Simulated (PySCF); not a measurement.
2-bromoprop-1-ene (C₃H₅Br), SMILES CC(=C)Br.

Geometry: TPSSh-D3(BJ)/def2-SVP.

Method: PBE/def2-TZVP run with PySCF.

Gas-phase values at a fixed geometry.

Problem. Estimate the frontier levels, gap, dipole moment and polarisability. (Estimate from the structure and the level; the computed values follow.)

Solution. 
| Property | Result |
|---|---|
| highest occupied level | -6.09 eV |
| lowest empty level | -1.17 eV |
| orbital gap | 4.92 eV |
| dipole moment | 1.64 D |
| quadrupole, principal values (traceless, Buckingham form, about the centre of nuclear charge) | -4.13, 0.90, 3.22 D·Å |
| mean static polarisability | 58.4 bohr³ (8.65 Å³) |
| polarisability, principal values | 40.1, 60.4, 74.6 bohr³ |
